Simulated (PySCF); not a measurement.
Input for PySCF: R-HF/3-21G on C2H3FO2 (a complex), monomers drawn apart or pushed together.

```python
from pyscf import gto, scf, dft, mp
from pyscf.data.elements import chemcore

mol = gto.M(
    atom='''
    O     1.13825038   -0.00233476   -0.24024359
    C     0.08025441   -0.03368116    0.23001031
    O    -0.99127131   -0.06134121    0.67618702
    C     0.01802096   -0.43236847    3.56614830
    F     0.99493406   -0.34736307    2.57411665
    H    -0.96099348   -0.36462840    3.09297914
    H     0.12873261   -1.38763223    4.07959491
    H     0.16196019    0.39206968    4.26478321
    ''',
    basis='3-21g',
    charge=0, spin=0, verbose=3, max_memory=1800)
mf = scf.RHF(mol)
mf.conv_tol = 1e-8
mf.max_cycle = 100
mf.kernel()
if not mf.converged:
    mf = mf.newton().run(mf.mo_coeff, mf.mo_occ)
```

It printed:

```
converged SCF energy = -324.852759287587
```

The run converged.

Cost: very roughly 0.27 core-seconds.
